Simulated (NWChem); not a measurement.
System: hexafluorodisilane (Si₂F₆); SMILES F[Si](F)(F)[Si](F)(F)F

Excerpt of the output:

```
             Northwest Computational Chemistry Package (NWChem) 7.3.0
             --------------------------------------------------------

 C3  symmetry detected

                             Geometry "geometry" -> ""
                             -------------------------

 Output coordinates in angstroms (scale by  1.889725989 to convert to a.u.)

  No.       Tag          Charge          X              Y              Z
 ---- ---------------- ---------- -------------- -------------- --------------
    1 F                    9.0000    -1.49760372     0.03734673    -1.71949518
    2 Si                  14.0000    -0.00000000     0.00000000    -1.15795518
    3 F                    9.0000     0.78114508     1.27828950    -1.71949518
    4 F                    9.0000     0.71645865    -1.31563623    -1.71949518
    5 Si                  14.0000     0.00000000     0.00000000     1.15795782
    6 F                    9.0000    -0.70847096     1.31995647     1.71949382
    7 F                    9.0000    -0.78888035    -1.27353208     1.71949382
    8 F                    9.0000     1.49735131    -0.04642438     1.71949382

 Effective nuclear repulsion energy (a.u.)     614.0342055886

      Symmetry information
      --------------------

 Group name             C3
 Group number              5
 Group order               3
 No. of unique centers     4

                                 NWChem DFT Module
                                 -----------------

 Summary of "ao basis" -> "ao basis" (spherical)
 ------------------------------------------------------------------------------
       Tag                 Description            Shells   Functions and Types
 ---------------- ------------------------------  ------  ---------------------
 F                          def2-svp                 6       14   3s2p1d
 Si                         def2-svp                 8       18   4s3p1d

      Symmetry analysis of basis
      --------------------------

        a          44
        e+         38
        e-         38

  Rotation of axis

            General Information
            -------------------
          SCF calculation type: DFT
          Wavefunction type:  closed shell.
          No. of atoms     :     8
          No. of electrons :    82
           Alpha electrons :    41
            Beta electrons :    41
          Charge           :     0
          Spin multiplicity:     1
          Use of symmetry is: on ; symmetry adaption is: on
          Maximum number of iterations: 150
          AO basis - number of functions:   120
                     number of shells:    52
          Convergence on energy requested:  1.00D-06
          Convergence on density requested:  1.00D-05
          Convergence on gradient requested:  5.00D-04

              XC Information
              --------------
                      r^2SCAN Method XC Functional
               r^2SCAN metaGGA Exchange Functional  1.000
                     r^2SCAN Correlation Potential  1.000

             Grid Information
             ----------------
          Grid used for XC integration:  xfine
          Radial quadrature: Mura-Knowles
          Angular quadrature: Lebedev.
          Tag              B.-S. Rad. Rad. Pts. Rad. Cut. Ang. Pts.
          ---              ---------- --------- --------- ---------
          F                   0.50      100          10.0      1454
          Si                  1.10      125          10.0      1454
          Grid pruning is: on
          Number of quadrature shells:   450
          Spatial weights used:  Erf1

      Superposition of Atomic Density Guess
      -------------------------------------

 Sum of atomic energies:       -1173.23215687

      Non-variational initial energy
      ------------------------------

 Total energy =   -1174.548715
 1-e energy   =   -2860.106403
 2-e energy   =    1071.523483
 HOMO         =      -0.412555
 LUMO         =       0.053294

      Symmetry analysis of molecular orbitals - initial
      -------------------------------------------------

  Numbering of irreducible representations:

     1 a           2 e+          3 e-

  Orbital symmetries:

     1 a           2 a           3 a           4 a           5 e+
     6 e+          7 e+          8 e+          9 a          10 a
    11 e+         12 e+         13 e+         14 e+         15 a
    16 a          17 a          18 a          19 e+         20 e+
    21 e+         22 e+         23 a          24 a          25 e+
    26 e+         27 e+         28 e+         29 a          30 a
    31 e+         32 e+         33 e+         34 e+         35 e+
    36 e+         37 e+         38 e+         39 a          40 a
    41 a          42 e+         43 e+         44 a          45 a
    46 a          47 e+         48 e+         49 a          50 a
    51 e+

[...]

                         DFT ENERGY GRADIENTS

    atom               coordinates                        gradient
                 x          y          z           x          y          z
   1 F      -2.830061   0.070575  -3.249375    0.002007  -0.000053   0.000712
   2 Si     -0.000000   0.000000  -2.188218   -0.000000   0.000000  -0.002647
   3 F       1.476150   2.415617  -3.249375   -0.001049  -0.001712   0.000712
   4 F       1.353911  -2.486192  -3.249375   -0.000958   0.001765   0.000712
   5 Si      0.000000   0.000000   2.188223   -0.000000   0.000000   0.002648
   6 F      -1.338816   2.494356   3.249372    0.000952  -0.001767  -0.000712
   7 F      -1.490768  -2.406627   3.249372    0.001055   0.001708  -0.000712
   8 F       2.829584  -0.087729   3.249372   -0.002007   0.000059  -0.000712
```

Level: r2SCAN/def2-SVP. The geometry was optimised at PBE0/def2-SVP.

Q: Write an input that gives this output.

A: This is not unique; one that fits is the input that was run:
```
start job
memory heap 200 mb stack 900 mb global 1100 mb
geometry units angstroms noautoz
  F      0.388607    -1.446788     1.719495
  Si     0.000000     0.000000     1.157955
  F      1.058652     1.059938     1.719495
  F     -1.447259     0.386850     1.719495
  Si     0.000000     0.000000    -1.157958
  F      1.449579    -0.378071    -1.719494
  F     -1.052208    -1.066337    -1.719494
  F     -0.397371     1.444407    -1.719494
end
basis spherical
  F library def2-svp
  Si library def2-svp
end
dft
  xc r2scan
  iterations 150
  grid xfine
end
task dft gradient
```
